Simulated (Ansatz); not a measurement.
Mulliken charges of Cl₃FSW (`[F][W](=[S])([Cl])([Cl])[Cl]`) from r2SCAN/def2-TZVPP in Ansatz (PBE0-D4/def2-TZVP geometry).

```
atom   x (Å)   y (Å)   z (Å)  charge (e)
  F1  -1.628  -0.440   0.860      -0.255
  W2  -0.010  -0.034   0.039       0.883
  S3   1.443  -0.733   1.362      -0.060
 Cl4  -0.509  -1.797  -1.322      -0.193
 Cl5   1.211   0.836  -1.676      -0.182
 Cl6  -0.465   2.104   0.690      -0.193
```

Task: By hand: the dipole of these point charges (1 e Å = 4.8032 D).

Result: Σ q r = (0.287, -0.085, 0.160) e Å, of length 0.339 e Å = 1.63 D.

Task: How does the dipole of the full density compare? (Best estimate.)

Result: Ansatz gave: (0.167, -0.026, 0.047) e Å, 0.84 D; the point charges give 1.94 times that, at 14° from its direction.

Point charges leave out the atoms' own dipoles, such as those of lone pairs, and Mulliken's split depends on the basis, so the two needn't agree.
